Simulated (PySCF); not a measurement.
1-ethyl-1-cyclopentene, C7H12.
Cartesian coordinates in Å at the PBE0-D3(BJ)/def2-SVP level; atoms count from 1:
```
atom  x, y, z in Å
C1     2.6397    0.5223    0.1309
C2     1.6655   -0.5189   -0.4152
C3     0.2399   -0.2504   -0.0526
C4    -0.5621   -1.0118    0.7052
C5    -1.9202   -0.3997    0.9011
C6    -1.9502    0.7110   -0.1639
C7    -0.4757    1.0105   -0.4775
H8     2.5946    0.5659    1.2301
H9     2.4121    1.5296   -0.2509
H10    3.6753    0.2863   -0.1568
H11    1.9483   -1.5213   -0.0561
H12    1.7545   -0.5476   -1.5167
H13   -0.2570   -1.9549    1.1668
H14   -2.7450   -1.1219    0.7844
H15   -2.0173    0.0091    1.9251
H16   -2.5142    1.5999    0.1545
H17   -2.4412    0.3264   -1.0717
H18   -0.0986    1.8749    0.1006
H19   -0.3039    1.2571   -1.5391
```

Computed with PySCF at B3LYP/def2-SVPD, non-relativistic, on one gas-phase PBE0-D3(BJ)/def2-SVP geometry that isn't relaxed in the solvent. The solvent is an IEF-PCM continuum (cavity from Bondi-type radii × 1.2). Specific hydrogen bonds and non-electrostatic terms are outside this model.

Gas phase at B3LYP/def2-SVPD: HOMO -6.35 eV, LUMO 0.31 eV, dipole 0.24 D.

Q: What does the continuum do to the energy, the frontier levels and the dipole at B3LYP/def2-SVPD in chloroform and methanol?

A: 
```tsv
solvent	ε	E(solvent) − E(gas) (kcal/mol)	polarisation term (kcal/mol)	distortion of the solute (kcal/mol)	HOMO (eV)	LUMO (eV)	dipole (D)
chloroform	4.711	-0.78	-0.83	0.05	-6.31	0.38	0.35
methanol	32.61	-1.10	-1.19	0.09	-6.32	0.38	0.40
```

Polarisation term: ½ Σ q·V over the induced surface charges. Distortion: the rise of the solute's own energy as its density leaves the gas-phase optimum. From chloroform to methanol the lowering changes by a factor 1.41, Onsager's factor (ε − 1)/(2ε + 1) by 1.34 and ε itself by 6.9.

Q: How does the static polarisability (B3LYP/def2-SVPD, frozen core, with the continuum's full static response) change?

A: 
```
    medium  isotropic (au)  principal values (au)  ⟨r²⟩ of the electrons (bohr²)
       gas            83.6      68.5, 81.3, 101.0                          906.0
chloroform           104.3     86.8, 102.1, 124.2                          905.7
  methanol           114.4     97.3, 111.4, 134.3                          905.5
```

The isotropic value in methanol is 1.37 times the gas-phase one; no cavity-field correction is applied. ⟨r²⟩ is taken about the centre of nuclear charge.
